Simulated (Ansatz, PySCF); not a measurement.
System: methyl-bis(sulfanyl)borane, CH₅BS₂ (charge 0, singlet). SMILES: CB(S)S
Geometry from a B3LYP-D3(BJ)/def2-TZVP (Ansatz, an electronic-structure program) optimisation:
```xyz
9

C     -1.8215    -0.1616    -0.5308
B     -0.3208    -0.0318    -0.0936
S      0.4834     1.5635     0.1837
S      0.6355    -1.5441     0.1401
H     -2.1488    -1.1948    -0.6545
H     -1.9895     0.3597    -1.4776
H     -2.4760     0.3123     0.2063
H     -0.5715     2.3475    -0.0990
H      1.8163    -1.0075     0.4964
```
Charge 0, spin multiplicity 1.

Quantity: atomisation energy, in kcal/mol. Terms: spin-orbit terms left out; dispersion terms only where a functional's name holds one; non-relativistic; atomisation electronic, to ground-state atoms; 6-311+G** with 5d, 6d on Na to Ar in Ansatz; 6-31G* and kin with 6d, 5d where marked; frozen cores in correlated levels; UHF or UKS for open shells. CBS marks a two-point X^-3 extrapolation of the correlation energy; Hartree-Fock from the larger set. First-principles rows: single points at B3LYP-D3(BJ) geometries (Ansatz).

Coupled cluster (Ansatz) is a level with limits of its own, used here on species with T1 under 0.025 (0.045 for open shells) and stable references: CCSD(T)/CBS(aug-cc-pV(T+d)Z,aug-cc-pV(Q+d)Z).

Value to compare with, CCSD(T)/CBS(aug-cc-pV(T+d)Z,aug-cc-pV(Q+d)Z) (Ansatz): 767.0 kcal/mol.

| level | program | atomisation energy (kcal/mol) | difference |
|---|---|---|---|
| HF/STO-3G | Ansatz | 734.9 | -32.1 |
| PBE/def2-SVP | Ansatz | 783.1 | 16.1 |
| B3LYP/3-21G | Ansatz | 724.2 | -42.8 |
| B3LYP/6-31G* | Ansatz | 754.9 | -12.1 |
| B3LYP/6-311+G** | Ansatz | 752.8 | -14.2 |
| M06-2X/6-311+G** | PySCF | 761.0 | -6.0 |
| MP2/6-31G* | Ansatz | 700.0 | -67.0 |
| r2SCAN-D4/def2-TZVPD | Ansatz + dftd4 | 775.7 | 8.7 |
| PBE0/def2-TZVPD | Ansatz | 770.2 | 3.2 |

Among the 7 habitual levels, MP2/6-31G* lies farthest from CCSD(T)/CBS(aug-cc-pV(T+d)Z,aug-cc-pV(Q+d)Z) (Ansatz) (-67.0 kcal/mol) and M06-2X/6-311+G** nearest (-6.0); 1 of 7 lie above it, and their mean absolute difference is 27.2 kcal/mol, the median 16.1. One case shows no general order.

The levels are drawn from those run, B3LYP/6-31G* more often than the rest, none by its result; left out are runs that failed, that the program found above a lower state of the same kind, or whose <S^2> lies over 0.5 above the pure value.
